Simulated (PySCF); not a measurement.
# How the method changes the constants of TeC

State: ¹Σ⁺ (singlet), closed shell. Set-up: Te def2-TZVPP with ECP28, C def2-TZVPP; scalar-relativistic core potentials (PySCF 2.14). De refers to Te + C in their high-spin ground configurations, without counterpoise correction. A positive dipole means Te(−)C(+).

| Level | Re (Å) | ωe (cm⁻¹) | De (eV) | μ (D) | CPU s a point (SCF and correlation, without the integrals) |
| --- | --- | --- | --- | --- | --- |
| RHF | 1.867 | 962 | 1.44 | -2.25 | 0.4 |
| RHF-MP2 | 1.879 | 927 | 5.12 | n/a | 0.65 |
| RHF-SCS-MP2 | 1.881 | 924 | 4.88 | n/a | n/a |
| RHF-CCSD | 1.882 | 914 | 4.24 | n/a | n/a |
| RHF-CCSD(T) | 1.903 | 855 | 4.80 | n/a | 13 |
| PBE | 1.907 | 850 | 5.37 | -2.56 | 1.3 |
| revPBE | 1.913 | 842 | 5.07 | -2.51 | 1.3 |
| r²SCAN | 1.893 | 880 | 4.76 | -2.55 | 3.1 |
| r²SCANh | 1.886 | 898 | 4.55 | -2.56 | 2.4 |
| PBE0 | 1.882 | 906 | 4.70 | -2.59 | 3 |
| B97-3 | 1.885 | 901 | 4.66 | -2.65 | 1.5 |
| MN15 | 1.876 | 917 | 4.60 | -2.63 | 2.4 |
| LC-ωPBE | 1.850 | 977 | 4.11 | -2.79 | 1.9 |

The bond length runs from 1.850 Å (LC-ωPBE) to 1.913 Å (revPBE). De spans 1.44 eV (RHF, mean field) to 5.37 eV (PBE, GGA). Correlation at CCSD(T) changes the Hartree–Fock bond energy by +3.36 eV; the triples alone change it by +0.56 eV.

Correlated steps freeze 5 core orbitals. Spin–orbit coupling is left out, which matters for elements this heavy, above all for dissociation energies. Where the molecule has an RHF reference, its open-shell atoms are computed with UHF. The CCSD T1 diagnostic is raised, a sign that a single reference may not be enough here.

The whole job (state search and all levels along the bond) took about 7.2 min on 1 thread of Arm Neoverse V1 (shared host), peak memory 1.6 GiB.
